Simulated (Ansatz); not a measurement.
A nudged elastic band was laid between two geometries of CH4AlCl2F + FH (11 atoms, charge 0, multiplicity 1).

Theory: RKS r2SCANh-D4/def2-SVP (Ansatz).

```
movable images  : 7
climbing image  : yes
spring          : 5.0 eV/Å²
optimiser       : quadratic models (default)
start path      : through a guess of the saddle point
force threshold : 0.05 eV/Å
iteration limit : 60
end points      : relaxed
```

First end point:

```xyz
11
Properties=species:S:1:pos:R:3
Al 0.118 -0.386 0.476
Cl -1.307 1.205 1.087
C -0.633 -1.788 -0.609
Cl 1.505 -0.723 2.035
H 1.026 1.741 -0.438
F 1.090 0.748 -0.684
H -0.109 2.558 0.552
F 0.681 2.900 0.077
H -1.348 -1.393 -1.348
H 0.148 -2.339 -1.157
H -1.171 -2.523 0.010
```

Last end point:

```xyz
11
Properties=species:S:1:pos:R:3
Al 0.013 -0.364 0.514
Cl -1.385 1.341 0.769
C -0.641 -1.781 -0.614
Cl 1.078 -0.683 2.313
H 1.211 1.643 -0.341
F 1.253 0.634 -0.509
H -0.029 2.592 0.373
F 0.853 2.857 0.030
H -1.486 -2.303 -0.136
H -1.001 -1.398 -1.581
H 0.133 -2.538 -0.818
```

Task: What changes between the two ends?

Result: No bond is made or broken.

Task: What energy profile does the band end with?

Result: The run converged. The highest image is number 4 of 0 to 8, 0.018 eV above the ends, which have the same energy within 2 meV. A vibrational analysis at the climbing image gives one clearly imaginary mode, 84i cm⁻¹: a first-order saddle point.

```csv
image,path coordinate (Å),energy (eV)
0,0.00,0.000
1,0.39,0.004
2,0.77,0.011
3,1.16,0.016
4,1.55,0.018
5,1.94,0.014
6,2.33,0.008
7,2.72,0.002
8,3.12,-0.001
```

Task: What is the geometry of the highest image?

Result: 
```xyz
11
Properties=species:S:1:pos:R:3:forces:R:3
Al 0.065 -0.392 0.549 0.01 0.00 -0.01
Cl -1.313 1.298 0.966 0.00 0.01 -0.01
C -0.653 -1.764 -0.603 0.00 -0.01 0.01
Cl 1.244 -0.789 2.258 0.00 0.00 0.00
H 1.153 1.664 -0.394 -0.01 0.02 0.00
F 1.238 0.651 -0.511 0.00 -0.01 -0.01
H -0.076 2.593 0.361 0.01 0.00 0.00
F 0.751 2.882 -0.083 0.00 -0.02 0.01
H -1.742 -1.660 -0.718 0.00 0.00 0.00
H -0.212 -1.709 -1.610 0.00 0.00 0.00
H -0.454 -2.773 -0.213 0.00 0.00 0.00
```

Run time: 8.6 min on 4 threads of Arm Neoverse N1, with other jobs on the host, peak memory 0.35 GiB.
